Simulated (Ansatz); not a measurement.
Consider the formal exchange of groups at a C–O bond: `OC/C=C/Cl` + SiH₄ → `[SiH3]C/C=C/Cl` + H₂O.

Isolated molecules relaxed with PBE0-D4/def2-TZVP in Ansatz; ΔE leaves out vibrations. CBS: MP2 limit from def2 TZ/QZ plus the TZ coupled-cluster correction, frozen cores. This one scheme is used for every species. Double bonds are as drawn, so ΔE can hold a change between cis and trans. DFT in def2-TZVPP. B3LYP here is the variant with VWN-RPA as its local correlation; programs differ in this. One conformer a species, not always the lowest.

| level | ΔE (kJ/mol) | difference from CCSD(T)/CBS |
| --- | --- | --- |
| PBE-D4 | -77.2 | 7.9 |
| r2SCAN-D4 | -77.7 | 7.4 |
| PBE0-D4 | -80.1 | 5.0 |
| ωB97X-V | -72.9 | 12.2 |
| B2PLYP | -74.3 | 10.8 |
| PBE | -72.7 | 12.4 |
| r2SCAN | -76.4 | 8.7 |
| B3LYP | -67.8 | 17.3 |
| HF/def2-TZVPP | -61.5 | 23.6 |
| CCSD(T)/def2-TZVPP | -78.6 | 6.5 |
| HF/def2-QZVPP | -62.3 | 22.8 |
| MP2/def2-QZVPP | -92.1 | -7.0 |
| SCS-MP2/def2-QZVPP | -83.1 | 2.0 |
| HF/CBS(def2) | -62.4 | 22.7 |
| MP2/CBS(def2) | -94.6 | -9.5 |
| CCSD/CBS(def2) | -83.7 | 1.4 |
| CCSD(T)/CBS | -85.1 | 0 |

Largest T1 diagnostic among the species: 0.011.

From PBE to PBE0 (25 % exact exchange), in def2-TZVPP and without D4, ΔE moves by −3.3 kJ/mol. The D4 term adds −7.2 kJ/mol with B3LYP and −4.1 kJ/mol with PBE0; it sums over pairs of atoms, weighted by their polarisabilities, and B3LYP, whose exchange is more repulsive, gets the larger term.
